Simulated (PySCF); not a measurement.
SnCl3, SMILES [Cl][Sn-]([Cl])[Cl], charge -1.

Geometry: B3LYP-D3(BJ)/def2-SVPD. The isomer is the one that the SMILES or the coordinates give; other isomers of the formula were not compared. The def2 effective core potentials stand for the cores of Sn; spin–orbit coupling is left out.

Method: HF/def2-TZVPD run with PySCF.

Symmetry labels are those of the subgroup Cs that the program uses (full group C3v).

**Question.** List the valence orbital energies around the gap with their symmetry. (An estimate is asked for; the answer gives what the named calculation found.)

**Answer.** 
```tsv
orbital	symmetry	energy (eV)
HOMO−7	A"	-8.73
HOMO−6	A'	-8.21
HOMO−5	A'	-7.84
HOMO−4	A"	-7.84
HOMO−3	A'	-7.42
HOMO−2	A"	-7.42
HOMO−1	A"	-7.37
HOMO	A'	-5.13
LUMO	A'	4.32
LUMO+1	A'	4.69
LUMO+2	A"	4.69
LUMO+3	A'	4.81
```
